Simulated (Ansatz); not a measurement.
Input file for Ansatz (a first-principles code): U-CCSD(T)/def2-SVP on H2OSn (SMILES [OH][SnH]), a point of a bond scan (R = 2.215 Å). Elements past Kr take the def2 small-core potentials; no spin–orbit coupling. The run froze 10 orbitals, filled d shells among them.

Ansatz 0.2 input:
```yaml
crystal:
  periodic: [false, false, false]
  atoms:
    - {symbol: Sn, position_ang: [-0.18386056, -0.15025870, 0.19526245]}
    - {symbol: H, position_ang: [-1.45520735, 0.01473920, -1.07212820]}
    - {symbol: O, position_ang: [1.21528417, 0.79939053, -0.86933130]}
    - {symbol: H, position_ang: [0.54984323, 1.49785639, -2.86346037]}
basis:
  gaussian:
    orbitals: def2-SVP
correlation: {method: ccsd_t, electrons: outside_noble_gas}
scf: {omitted_lower_state_checks: [cluster_reference]}
magnetization: {spin_polarized: true, initial_magnetization: 0}
```

### Question
What total energy does the run end on?

### Answer
-289.4269 hartree (reference determinant -289.1728, T1 diagnostic 0.050). Its determinant has ⟨S²⟩ = 0.98, a mixture of spin states.

### Question
How many basis functions does it have, and what does it roughly cost on one machine?

### Answer
50 functions; around 10 core-seconds (rough).
